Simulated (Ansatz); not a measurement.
One change: `C[CH2][Al]([SH])[SH]` becomes `C[CH2][Al]([CH3])[SH]`.

Ansatz, PBE0-D4/def2-TZVP geometries, multiplicity 1. Each molecule was computed in one conformer, which needn't be the lowest.

```csv
property,`C[CH2][Al]([SH])[SH]`
HOMO energy (B3LYP/def2-TZVPP) / eV,-7.17
HOMO energy (PBE/def2-TZVPP) / eV,-6.24
HOMO–LUMO gap (B3LYP/def2-TZVPP) / eV,6.46
LUMO energy (PBE0/def2-TZVPP) / eV,-0.54
LUMO energy (ωB97M-V/def2-TZVPP) / eV,1.11
"ideal-gas entropy at 298 K and 1 bar (rigid rotor, harmonic PBE0-D4/def2-TZVP) / J/(mol·K)",394
```

Problem. What does the change do to each property? (An estimate is asked.)

Solution. Computed: 
```json
{"property": "HOMO energy (B3LYP/def2-TZVPP) / eV", "`C[CH2][Al]([CH3])[SH]`": "-7.20", "shift": "-0.03"}
{"property": "HOMO energy (PBE/def2-TZVPP) / eV", "`C[CH2][Al]([CH3])[SH]`": "-6.27", "shift": "-0.03"}
{"property": "HOMO–LUMO gap (B3LYP/def2-TZVPP) / eV", "`C[CH2][Al]([CH3])[SH]`": "6.56", "shift": "0.10"}
{"property": "LUMO energy (PBE0/def2-TZVPP) / eV", "`C[CH2][Al]([CH3])[SH]`": "-0.44", "shift": "0.10"}
{"property": "LUMO energy (ωB97M-V/def2-TZVPP) / eV", "`C[CH2][Al]([CH3])[SH]`": "1.15", "shift": "0.04"}
{"property": "ideal-gas entropy at 298 K and 1 bar (rigid rotor, harmonic PBE0-D4/def2-TZVP) / J/(mol·K)", "`C[CH2][Al]([CH3])[SH]`": "397", "shift": "3"}
```

The zero-point energy changes by 67.7 kJ/mol with +6 modes. Modes under 60 cm⁻¹, often nearly free rotors, make the harmonic entropy too high.

Positive LUMOs are unbound, so they and the gaps depend on the basis.

B3LYP here is the variant with VWN-RPA as its local correlation; programs differ in this.
